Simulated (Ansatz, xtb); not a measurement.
A geometry optimisation of CH2NSb with r2SCAN-D4/def2-SVP

The starting geometry of this gas-phase singlet was built from a drawn formula by distance geometry and a force field; its bonds are those of `[C-]1=[N][SbH2+]1`.

```tsv
atom	x (Å)	y (Å)	z (Å)
C	-1.2532	-3.4415	-1.6043
N	-1.7170	-2.8671	-0.4716
Sb	-0.3049	-1.7045	-1.2162
H	-1.5266	-0.4722	-1.0521
H	0.4517	-1.9761	0.3593
```

Task: Predict what becomes of its bonds when it is optimised with r2SCAN-D4/def2-SVP.

Result: A bond breaks, leaving `[C-]#[N+][SbH2]`. Distances that change by over a tenth: C1–N2 (1.35 → 1.18 Å). Contacts that open: C1–Sb3 (2.02 → 3.24 Å).

The energy falls by 2.75 eV over 19 steps:

```csv
step,E − E(last) (eV)
1,2.753
3,0.673
5,0.549
7,0.548
9,0.539
11,0.447
13,0.216
15,0.023
17,0.002
19,0.000
```

Final geometry (Å):

```xyz
5

C    -1.9536   -4.0440   -1.3036
N    -1.3136   -3.0558   -1.1780
Sb   -0.0756   -1.4001   -1.2040
H    -1.3577   -0.3514   -0.7467
H     0.3506   -1.6101    0.4474
```

From the same start GFN2-xTB reaches the same bonding as this run.

No frequencies were run, so the end isn't proven a minimum. Atoms past krypton carry core potentials, without spin–orbit terms. Run with Ansatz 0.2.0, 11 s on 2 threads of Intel(R) Xeon(R) 6975P-C (Granite Rapids) (shared host).
